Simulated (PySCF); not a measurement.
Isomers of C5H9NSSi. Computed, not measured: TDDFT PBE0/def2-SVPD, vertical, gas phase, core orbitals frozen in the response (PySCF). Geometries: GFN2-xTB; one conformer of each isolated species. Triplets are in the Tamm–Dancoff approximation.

A. `CS[SiH2]n1cccc1`
B. `N(C1(CC1)C#C)[SiH2]S`
C. `[H]/N=C(/C#C)CCS[SiH3]`
D. `CS[C@@H]1CC[Si@H]1C#N`

Lowest singlet levels (six at most, fewer where fewer were computed) with oscillator strengths:

1. 4.61 eV (f 0.002); 5.07 eV (f 0.000); 5.38 eV (f 0.000); 5.52 eV (f 0.009); 5.76 eV (f 0.002); 5.97 eV (f 0.134); T1 3.91 eV
2. 4.52 eV (f 0.001); 5.15 eV (f 0.006); 5.61 eV (f 0.011); 5.62 eV (f 0.005); 6.18 eV (f 0.004); 6.35 eV (f 0.031); T1 4.45 eV
3. 5.97 eV (f 0.003); 6.05 eV (f 0.002); 6.12 eV (f 0.025); 6.26 eV (f 0.002); 6.42 eV (f 0.003); 6.68 eV (f 0.015); T1 5.27 eV
4. 5.50 eV (f 0.006); 5.58 eV (f 0.000); 5.82 eV (f 0.004); 6.01 eV (f 0.006); 6.03 eV (f 0.014); 6.15 eV (f 0.090); T1 4.17 eV

Problem. Which spectrum belongs to which structure?

Solution. 1 = C, 2 = D, 3 = B, 4 = A.
- A: S1 at 5.50 eV, HOMO→LUMO (87%); Löwdin shares by element: HOMO carbon 84% or more (atoms not listed hold the other 17%); LUMO silicon 27%, sulfur 21%, hydrogen 16% or more (atoms not listed hold the other 35%); HOMO -6.36 and LUMO 0.08 eV.
- B: S1 at 5.97 eV, HOMO-1→LUMO (55%), HOMO-1→LUMO+1 (19%), HOMO→LUMO (17%); Löwdin shares by element: HOMO nitrogen 37%, carbon 32% or more (atoms not listed hold the other 31%); LUMO sulfur 31%, silicon 28%, hydrogen 18% or more (atoms not listed hold the other 23%); HOMO -7.18 and LUMO 0.11 eV.
- C: S1 at 4.61 eV, HOMO-1→LUMO (52%), HOMO→LUMO (46%); Löwdin shares by element: HOMO sulfur 66%, carbon 12% or more, silicon 9%; LUMO carbon 56% or more, nitrogen 29%; HOMO -7.06 and LUMO -1.32 eV.
- D: S1 at 4.52 eV, HOMO→LUMO (99%); Löwdin shares by element: HOMO sulfur 69%, carbon 22% or more; LUMO carbon 30% or more, silicon 28%, nitrogen 20% (atoms not listed hold the other 23%); HOMO -6.57 and LUMO -1.08 eV.
C and D have S1 within 0.10 eV of each other; their strongest listed levels stand at 5.97 eV (f 0.134) and 6.35 eV (f 0.031).
